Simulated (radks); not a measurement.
Er2+, configuration [Xe] 4f12 (the NIST ground configuration). All-electron calculation, Dirac Kohn-Sham, PBE, spin-unpolarised, spherical densities, finite nucleus; open shells are shared between the two j in proportion to 2j + 1; Fermi nuclear charge, rms radius 5.2516 fm. Program: a radial shooting solver on a logarithmic mesh with Libxc functionals.

Unscreened Slater integrals over Kohn-Sham orbitals (eV). Large and small components are both included. Empty in this configuration: 6s1/2.

integral           value
F0(4f7/2,4f7/2)   31.161
F2(4f7/2,4f7/2)   14.332
F4(4f7/2,4f7/2)   8.9049
F6(4f7/2,4f7/2)   6.3827
F0(4f7/2,4f5/2)   31.483
F2(4f7/2,4f5/2)   14.503
F4(4f7/2,4f5/2)   9.0156
G2(4f7/2,4f5/2)   14.465
G4(4f7/2,4f5/2)   8.9930
G6(4f7/2,4f5/2)   6.4474
F0(4f7/2,5p3/2)   19.359
F2(4f7/2,5p3/2)   6.5040
G2(4f7/2,5p3/2)   3.5351
G4(4f7/2,5p3/2)   2.6692
F0(4f7/2,5p1/2)   20.536
G4(4f7/2,5p1/2)   3.1156
F0(4f7/2,6s1/2)   9.6011
G3(4f7/2,6s1/2)  0.41403
F0(4f5/2,4f5/2)   31.812
F2(4f5/2,4f5/2)   14.681
F4(4f5/2,4f5/2)   9.1310
F0(4f5/2,5p3/2)   19.445
F2(4f5/2,5p3/2)   6.4451
G2(4f5/2,5p3/2)   3.4292
G4(4f5/2,5p3/2)   2.6024
F0(4f5/2,5p1/2)   20.637
G2(4f5/2,5p1/2)   4.0608
F0(4f5/2,6s1/2)   9.6157
G3(4f5/2,6s1/2)  0.39780
F0(5p3/2,5p3/2)   16.145
F2(5p3/2,5p3/2)   8.6581
F0(5p3/2,5p1/2)   16.715
G2(5p3/2,5p1/2)   8.8439
F0(5p3/2,6s1/2)   9.0877
G1(5p3/2,6s1/2)  0.86386
F0(5p1/2,5p1/2)   17.370
F0(5p1/2,6s1/2)   9.1687
G1(5p1/2,6s1/2)  0.70004
F0(6s1/2,6s1/2)   7.4083
